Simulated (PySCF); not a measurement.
System: C$_{3}$H$_{2}$O (charge 0, singlet). SMILES: C=C=C=O
Coordinates optimised at B3LYP-D3(BJ)/def2-TZVP (Ansatz):
```
C
C 1 1.2916
O 2 1.1666 1 170.49
C 1 1.3200 2 149.68 3 180.00
H 4 1.0867 1 121.51 2 180.00
H 4 1.0886 5 115.78 1 -180.00
```

Dispersion corrections to the total energy (kcal/mol) from the dftd3 and dftd4 libraries through PySCF: D3(BJ) without and D4 with the three-body term, each with the damping fitted for the functional named.

| functional | D3(BJ) | D4 |
|---|---|---|
| PW6B95 | -0.95 | -1.71 |
| BP86 | -3.14 | -2.47 |
| HF | -19.24 | ? |
| BLYP | -4.35 | ? |
| HSE06 | -1.26 | -1.45 |
| PBE | -2.03 | -1.90 |
| PBE0 | -1.72 | ? |

Task: What belongs in the gaps?

Result: 
- HF, D4: -7.58
- BLYP, D4: -4.33
- PBE0, D4: -1.58
